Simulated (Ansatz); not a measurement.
Molecule: CCrO, net charge 0, septet state. The spin state was set by rule; other spins were not relaxed. 
Coordinates optimised at B3LYP-D3(BJ)/def2-TZVP (Ansatz, a first-principles code):
```xyz
3

Cr    -0.6029    -0.5664    -0.5920
O      1.4564     0.9976     1.2596
C      0.4698     0.9354     0.6885
```
Charge 0, spin multiplicity 7.

Basis-set convergence of Hartree-Fock and MP2 correlation energies (hartree) with Ansatz. Valence correlation only, unless marked. UHF or UKS for open shells. No spin-orbit coupling. Frozen are the shells of the preceding noble gas and the d and f shells that filled before the atom's block. Non-relativistic.

```json
[
 {"basis": "def2-SVPD", "functions": "77", "E(HF)": "-1155.82861", "E(corr, MP2)": "-0.36996"},
 {"basis": "def2-TZVPPD", "functions": "144", "E(HF)": "[?]", "E(corr, MP2)": "[?]"}
]
```

Q: What belongs in the gaps?

A: 
- def2-TZVPPD, E(HF): -1156.09889
- def2-TZVPPD, E(corr, MP2): -0.46486
